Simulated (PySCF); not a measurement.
# Simulated characterisation data

Relativity neglected, gas phase, one computed conformer, one averaged value for each set of equivalent atoms. Geometry: GFN2-xTB; shielding tensors at PBE0/pcSseg-1 (GIAO); PySCF 2.14.0 with density-fitted response routines.

Chemical shifts δ = σref − σ; $^{1}$H, $^{13}$C against TMS, all at this level. Splittings of carbon signals by F and P are missing where no couplings were computed. Where no couplings were computed, multiplicities follow the n + 1 count of equivalent neighbours, and m marks all less simple cases (inequivalent or close neighbours, rings, F or P nearby). Shifts are as computed. Against solution values, carbons near 30 ppm lie about +3 ppm off and those near 130 ppm about +5 ppm; carbons on Cl a further +6 ppm. Of 1211 compounds with measured shifts, 218 miss one by over three times the rms of a fit or turn the order of signals round; such compounds aren't used in these exercises. Carbons bonded to Cl come out too deshielded.

Compound 1 (C8H10O2). $^{1}$H NMR (600 MHz, computed): δ 5.84 (s, 1H), 4.68 (s, 2H), 3.20 (m, 1H), 2.34 (m, 2H), 2.17 (m, 1H), 2.15 (m, 2H), 1.94 (m, 1H). $^{13}$C{$^{1}$H} NMR (computed): δ 181.7 (C), 176.6 (C), 122.1 (CH), 73.5 (CH2), 35.0 (CH), 28.2 (CH2), 18.1 (CH2). Structure: `O=C1C=C(C2CCC2)CO1`.

Compound 2 (C6H3ClF4O). $^{1}$H NMR (600 MHz, computed): δ 3.92 (s, 3H). $^{13}$C{$^{1}$H} NMR (computed): δ 153.0 (C), 142.2 (C), 128.7 (C), 122.2 (C), 91.6 (C), 58.6 (CH3). Structure: SMILES CO/C(F)=C1C(Cl)=C\1C(F)(F)F.

Compound 3 (C5H6F2O). $^{1}$H NMR (600 MHz, computed): δ 2.25 (m, 3H), 1.87 (s, 3H). $^{13}$C{$^{1}$H} NMR (computed): δ 182.9 (C), 164.7 (C), 107.4 (C), 21.4 (CH3), 14.7 (CH3). Structure: `C/C(F)=C(\C)C(=O)F`.
